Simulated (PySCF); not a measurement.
Molfile (atoms numbered from 1):
```
H10SSi4
     RDKit          3D

 15 14  0  0  0  0  0  0  0  0999 V2000
   -2.1897   -1.0838   -0.0479 Si  0  0  0  0  0  4  0  0  0  0  0  0
   -1.3613   -0.0623   -1.7468 S   0  0  0  0  0  0  0  0  0  0  0  0
    0.6037    0.4419   -0.9733 Si  0  0  0  0  0  4  0  0  0  0  0  0
    0.4160    2.3106    0.4339 Si  0  0  0  0  0  4  0  0  0  0  0  0
    1.6245   -1.3615    0.1343 Si  0  0  0  0  0  4  0  0  0  0  0  0
   -1.5531   -2.4220    0.1382 H   0  0  0  0  0  0  0  0  0  0  0  0
   -3.6409   -1.2531   -0.3383 H   0  0  0  0  0  0  0  0  0  0  0  0
   -2.0028   -0.2907    1.2036 H   0  0  0  0  0  0  0  0  0  0  0  0
    1.4130    0.7945   -2.1802 H   0  0  0  0  0  0  0  0  0  0  0  0
   -0.3930    1.9480    1.6373 H   0  0  0  0  0  0  0  0  0  0  0  0
    1.7707    2.7589    0.8855 H   0  0  0  0  0  0  0  0  0  0  0  0
   -0.2586    3.4300   -0.2899 H   0  0  0  0  0  0  0  0  0  0  0  0
    1.5636   -2.6017   -0.6964 H   0  0  0  0  0  0  0  0  0  0  0  0
    3.0527   -1.0044    0.3999 H   0  0  0  0  0  0  0  0  0  0  0  0
    0.9446   -1.6104    1.4423 H   0  0  0  0  0  0  0  0  0  0  0  0
  1  2  1  0
  2  3  1  0
  3  4  1  0
  3  5  1  0
  1  6  1  0
  1  7  1  0
  1  8  1  0
  3  9  1  0
  4 10  1  0
  4 11  1  0
  4 12  1  0
  5 13  1  0
  5 14  1  0
  5 15  1  0
M  END
```

How the numbers were obtained: structure optimised with PBE0-D3(BJ)/def2-SVP, GIAO PBE0/pcSseg-1 shieldings, in PySCF 2.14 (single conformer, averaged over atoms made equivalent by symmetry, fast rotation or ring inversion, gas phase, relativity neglected).

Scale: ¹H and ²⁹Si against TMS; ³³S vs CS2 (reference shieldings calculated alike).

```json
{"atoms": "Si3", "nucleus": "²⁹Si", "count": "1", "δ (ppm)": "-47.8"}
{"atoms": "H9", "nucleus": "¹H", "count": "1", "δ (ppm)": "4.95"}
{"atoms": "S2", "nucleus": "³³S", "count": "1", "δ (ppm)": "-351"}
{"atoms": "Si4/Si5", "nucleus": "²⁹Si", "count": "2", "δ (ppm)": "-104.1"}
{"atoms": "H6/H7/H8", "nucleus": "¹H", "count": "3", "δ (ppm)": "4.60"}
{"atoms": "H10/H11/H12/H13/H14/H15", "nucleus": "¹H", "count": "6", "δ (ppm)": "?"}
{"atoms": "Si1", "nucleus": "²⁹Si", "count": "1", "δ (ppm)": "?"}
```

Task: Complete the table.

Result: 
- H10/H11/H12/H13/H14/H15: 3.71 ppm, hydrogen on a silicon bonded to Si
- Si1: -53.1 ppm, silicon bonded to S, 3 H
